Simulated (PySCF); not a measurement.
B(F)(Me)(Et) (C₃H₈BF), SMILES FB(CC)C. Atoms are numbered in the order given.

```xyz
13

B      0.2480     0.2191     0.4429
F      0.5990    -0.9983     0.8821
C      0.6926     1.4463     1.3168
H      1.7940     1.4606     1.4046
H      0.3110     1.3345     2.3474
H      0.3628     2.4193     0.9242
C     -0.5693     0.3267    -0.8957
C     -0.8983    -0.9809    -1.6200
H     -0.0103     1.0188    -1.5571
H     -1.4922     0.8936    -0.6587
H     -1.4910    -1.6546    -0.9808
H      0.0178    -1.5273    -1.8956
H     -1.4730    -0.8084    -2.5440
```
Charge 0, spin multiplicity 1.

Coordinates come from a B3LYP-D3(BJ)/def2-SVP optimisation. The values are those of a single conformer.

Two levels are set side by side: PBE/pcSseg-1 (PySCF) and B3LYP/pcSseg-1 (PySCF). GIAO shifts against BF3 (¹¹B), CFCl3 (¹⁹F), TMS (¹H), TMS (¹³C) at the same level; non-relativistic, no solvent, atoms listed together averaged. Differences are taken from unrounded values.

| quantity | B3LYP |
|---|---|
| δ(¹¹B) of B1 (ppm) | 50.7 |
| δ(¹⁹F) of F2 (ppm) | -25.6 |
| δ(¹³C) of C3 (ppm) | 7.1 |
| δ(¹H) of H4, H5, H6 (ppm) | 0.73 |
| δ(¹³C) of C7 (ppm) | 22.1 |
| δ(¹³C) of C8 (ppm) | 10.7 |
| δ(¹H) of H9, H10 (ppm) | 1.42 |

Q: What does PBE give, and how far is it from B3LYP? (Estimate from the structure and the level; the computed values follow.)

A: 
```csv
quantity,PBE,PBE minus B3LYP
δ(¹¹B) of B1 (ppm),50.4,-0.3
δ(¹⁹F) of F2 (ppm),-27.6,-2.0
δ(¹³C) of C3 (ppm),7.1,0.0
"δ(¹H) of H4, H5, H6 (ppm)",0.72,-0.01
δ(¹³C) of C7 (ppm),23.1,1.0
δ(¹³C) of C8 (ppm),10.2,-0.5
"δ(¹H) of H9, H10 (ppm)",1.53,0.10
```

Rough cost on one machine, each run with all the roots and properties that it gave: B3LYP against PBE within a factor of 2.
